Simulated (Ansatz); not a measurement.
```yaml
crystal:
  periodic: [false, false, false]
  atoms:
    - {symbol: N, position_ang: [-1.172290, -0.345428, 0.565079]}
    - {symbol: C, position_ang: [-0.150008, 0.036923, -0.506974]}
    - {symbol: Al, position_ang: [0.607122, -1.089418, 0.938816]}
    - {symbol: S, position_ang: [-0.522529, -0.598627, -2.103126]}
    - {symbol: In, position_ang: [0.714201, 1.981709, -0.375702]}
    - {symbol: H, position_ang: [-1.595158, 0.441207, 1.043829]}
    - {symbol: H, position_ang: [-1.899630, -0.936921, 0.177115]}
    - {symbol: H, position_ang: [1.331071, -0.329300, 2.133390]}
    - {symbol: H, position_ang: [0.671800, -2.649600, 0.668495]}
    - {symbol: H, position_ang: [-0.071789, -1.869772, -1.999423]}
    - {symbol: H, position_ang: [0.132482, 2.951274, 0.932282]}
    - {symbol: H, position_ang: [1.954728, 2.407942, -1.473781]}
basis:
  gaussian: {orbitals: STO-3G}
hamiltonian: {xc: {name: wPBEh}}
scf: {lower_state_search: full}
```

```sh
$ ansatz run in.yaml --threads 4 --pin off --events-out ev --progress --plain --max-ram 10444MiB
```

Shortened log:

```
Functional definition: wPBEh
801 factors; integrals over basis functions are off by at most 1.1e-4 eV
93 factors; integrals over basis functions are off by at most 2.1e-7 eV
mean field evaluation 1: about -174514.2228 eV, gradient 2.2e1 eV
mean field evaluation 2: about -174514.1672 eV, gradient 2.2e1 eV
mean field evaluation 4: about -174515.7915 eV, gradient 6.4e0 eV
mean field evaluation 8: about -174515.9236 eV, gradient 4.8e-2 eV
mean field -174515.92362274 eV, -6413.3419019939 hartree, gradient 4.8e-5 eV, S^2 0.000000; 0 other end points of the search recorded, 0 dependent functions left out
reference -174515.92364958 eV, -6413.3419029804 hartree; 49, 49 occupied and 13, 13 virtual orbitals, 801 factors
Total energy: -174515.92364958 eV, -6413.3419029804 hartree
```

It took 0.65 s on 4 threads of an Intel Xeon 6975P-C on a shared host, with 0.19 GiB of host memory at the peak.
